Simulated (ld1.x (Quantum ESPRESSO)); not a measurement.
## Al: one change to a TM potential, before and after

ld1.x (Quantum ESPRESSO) 7.5 input, shortened:

```
&input
   title='Al', zed=13., rel=1, dft='PBE', iswitch=3,
   config='[Ne] 3s2 3p1'
 /
 &inputp
   pseudotype=2, tm=.true., lloc=0,
   nlcc=.true., new_core_ps=.true.
 /
2
3P  2  1   1.00   0.00  1.75  1.75  0.0
3S  1  0   2.00   0.00  2.25  2.25  0.0
 &test
   configts(1)='3s2 3p1'
 /
```

Change: wave 3p (bound): rc 1.75 bohr becomes 3p (bound): rc 2.40 bohr.

Cutoffs: the cutoffs (Ry, on a coarse ladder) from which the occupation-weighted sum of valence levels, in a spherical-Bessel basis at the reference potential, stays within 10 and 1 mRy of its value at 400 Ry; they do not see the model core or the augmentation charge, which bear on the density cutoff. Errors are all-electron minus pseudo energies relative to the spin-unpolarised reference configuration.

Problem. How do hardness, ghosts and transferability respond?

Solution. The potential gets softer (10 Ry and 30 Ry → 10 Ry and 25 Ry); of the 7 tests that both files solve, the error grows in 3 and shrinks in 1 by more than 15 % and 0.3 meV (median size 1.7 → 3.5 meV); neither file shows a bound ghost. A larger radius leaves more room for a smooth pseudo-wave, so fewer plane waves are needed.

| quantity | base | changed |
| --- | --- | --- |
| cutoff, loose | 10 Ry | 10 Ry |
| cutoff, tight | 30 Ry | 25 Ry |
| bound ghosts | none | none |
| error for 3s2 3p0, meV [ΔE 5.76 eV] | +1.7 | +1.6 |
| error for 3s1 3p0, meV [ΔE 24.99 eV] | +9.5 | +12 |
| error for 3s2 3p0.5, meV [ΔE 2.09 eV] | +0.4 | +0.3 |
| error for 3s1 3p1, meV [ΔE 11.57 eV] | +5.4 | +3.5 |
| error for 3s2 3p1.3, meV [ΔE -0.57 eV] | +0.1 | +0.1 |
| error for 3s1 3p2, meV [ΔE 5.14 eV] | -1.6 | -3.6 |
| error for 3s0 3p3, meV [ΔE 10.45 eV] | -5.2 | -15 |
